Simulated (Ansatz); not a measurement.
C$_{3}$H$_{5}$BO (`BC1OC1=C`). The species carries charge 0 and has multiplicity 1.

Z-matrix (Å, degrees):
```
C
O 1 1.495
C 1 1.456 2 53.3
B 1 1.531 2 117.7 3 99.7
H 1 1.087 2 111.9 3 -106.0
C 3 1.315 1 153.4 2 179.0
H 4 1.195 1 118.9 2 -178.4
H 4 1.192 1 119.7 2 -2.1
H 6 1.082 3 120.6 1 178.9
H 6 1.080 3 119.9 1 -0.0
```

(1) What are the harmonic wavenumbers in cm⁻¹ at PBE0-D4/def2-TZVP (Ansatz, finite differences of forces, unscaled)? (Estimate.)

(2) Is this a minimum?

(3) Give the ideal-gas thermochemistry at 298.15 K and 1 bar (rigid rotor, harmonic oscillator; point group C1, symmetry number 1).

(4) Rotational constants (cm⁻¹)?

Results:

(1) The calculation gave: 146, 308, 367, 395, 458, 706, 717, 813, 816, 923, 989, 1022, 1051, 1101, 1159, 1221, 1326, 1438, 1872, 2603, 2699, 3158, 3187, 3286.

(2) Yes, all 24 modes are real.

(3) Zero-point energy 190.0 kJ/mol; H(298) − E = 206.6 kJ/mol; entropy 301.8 J/(mol·K), of which translation 161.5, rotation 104.8, vibration 35.5; G(298) − E = 116.7 kJ/mol.

(4) 0.35, 0.1511, 0.1209.
